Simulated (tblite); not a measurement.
C₅H₅OS₂ (doublet state).
Structure used (GFN2-xTB), in Å, numbered top down from 1:
```
atom  x, y, z in Å
C1    -2.7366    0.0697   -0.1445
O2    -1.7618   -0.9521   -0.1344
C3    -0.4988   -0.5101   -0.1530
C4     0.0463    0.6950    0.0646
C5     1.4275    0.7774   -0.1026
C6     1.9655   -0.4525   -0.3884
S7     3.6578   -0.8894   -0.4815
S8     0.7753   -1.7326   -0.4045
H9    -2.7421    0.5943   -1.1045
H10   -2.5379    0.7933    0.6521
H11   -3.6940   -0.4202    0.0176
H12    2.0085    1.6739    0.0121
H13    4.0859    0.3537   -0.7120
```

Computed with GFN2-xTB (tblite): harmonic, unscaled wavenumbers at the GFN2-xTB geometry, gas phase. Against measured fundamentals such values can be off by several per cent, at times by over 20. Modes of hydrogen on sulfur can be 10 to 20 % off. One conformer, not necessarily the lowest. Open shells enter through the occupations alone, without spin polarisation, and single modes of such species can be off by tens of per cent.

Harmonic wavenumbers (cm⁻¹): 70.3, 111.5, 144.4, 155.3, 191.6, 227.6, 285.9, 342.4, 404.8, 449.3, 496.4, 564.6, 651.8, 714.6, 778.5, 850.1, 946.9, 974.2, 1078.2, 1119.0, 1139.2, 1161.6, 1324.2, 1377.9, 1393.1, 1446.7, 1469.4, 1557.8, 2406.1, 2942.0, 2958.4, 3039.3, 3134.4.

A = 4857, B = 802.9, C = 693.6 MHz; mass 144.978 u (most abundant isotopes); point group C1, symmetry number 1; spin multiplicity 2.

**Question.** What is the zero-point energy?

**Answer.** ½Σν̃ = 17954 cm⁻¹ = 51.33 kcal/mol.

**Question.** Give the ideal-gas entropy at 298.15 K and 1 bar in the rigid-rotor, harmonic-oscillator model (classical rotation).

**Answer.** Translation 40.85, rotation 29.16, vibration 24.07, spin (R ln 2) 1.38: S = 95.5 cal/(mol K).

**Question.** And Cp and H(298.15 K) − H(0)?

**Answer.** Cp = 33.26 cal/(mol K), of which vibrations give 25.31 (their classical limit is 33 R = 65.6); H(298.15 K) − H(0) = 6.31 kcal/mol without the zero-point energy, 3.94 from vibrations.

**Question.** Blend soft modes into free rotors: weight 1/[1 + (100 cm⁻¹/ν̃)⁴] for the oscillator and the rest for a rotor with moment μB/(μ + B), μ = h/(8π²ν), B = 10⁻⁴⁴ kg m². What vibrational entropy results?

**Answer.** 23.07 cal/(mol K) in place of 24.07, which changes −T·S at 298.15 K by +0.30 kcal/mol.

**Question.** Which modes carry the vibrational entropy at 298.15 K?

**Answer.** 70.3 cm⁻¹: 4.14; 111.5 cm⁻¹: 3.24; 144.4 cm⁻¹: 2.74; 155.3 cm⁻¹: 2.61; 191.6 cm⁻¹: 2.21; 227.6 cm⁻¹: 1.90 cal/(mol K); the other 27 give 7.23 together.

**Question.** What must be added to the electronic energy to get the Gibbs energy at 298.15 K and 1 bar?

**Answer.** ZPE + [H(298.15 K) − H(0)] − T·S = 51.33 + 6.31 − 28.46 = 29.18 kcal/mol.

Hindered rotation and anharmonicity are outside this model. Other conformers, if any are populated, would add a mixing term that is left out. The structure is chiral; the term R ln 2 for an equal mix with its mirror image is left out.
